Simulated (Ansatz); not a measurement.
`N[SiH2]/N=C(/N)F` and `N=C(N)F` differ in one atom or group.

Ansatz, PBE0-D4/def2-TZVP geometries, multiplicity 1. Each molecule was computed in one conformer, which needn't be the lowest.

| property | `N[SiH2]/N=C(/N)F` |
| --- | --- |
| LUMO energy (B3LYP/def2-TZVPP) / eV | 0.28 |
| HOMO–LUMO gap (PBE/def2-TZVPP) / eV | 5.43 |
| LUMO energy (ωB97M-V/def2-TZVPP) / eV | 2.24 |
| size of the dipole moment (ωB97M-V/def2-TZVPP) / D | 3.30 |
| LUMO energy (PBE0/def2-TZVPP) / eV | 0.56 |
| HOMO energy (PBE0/def2-TZVPP) / eV | -7.26 |

(1) What does the change do to each property? (Estimate.)

## Answers

(1) The calculation gave: 
```tsv
property	`N=C(N)F`	shift
LUMO energy (B3LYP/def2-TZVPP) / eV	0.51	0.23
HOMO–LUMO gap (PBE/def2-TZVPP) / eV	6.15	0.72
LUMO energy (ωB97M-V/def2-TZVPP) / eV	2.31	0.07
size of the dipole moment (ωB97M-V/def2-TZVPP) / D	2.11	-1.19
LUMO energy (PBE0/def2-TZVPP) / eV	0.90	0.34
HOMO energy (PBE0/def2-TZVPP) / eV	-7.54	-0.28
```

With PBE0 the HOMO falls by 0.28 eV and the LUMO rises by 0.34 eV, so the gap widens by about 0.62 eV. PBE moves the HOMO by -0.32 eV and ωB97M-V by -0.27 eV. The zero-point energy changes by -88.1 kJ/mol with -15 modes. Dipoles are sizes alone; their direction can turn.

Positive LUMOs are unbound, so they and the gaps depend on the basis.

B3LYP here is the variant with VWN-RPA as its local correlation; programs differ in this.
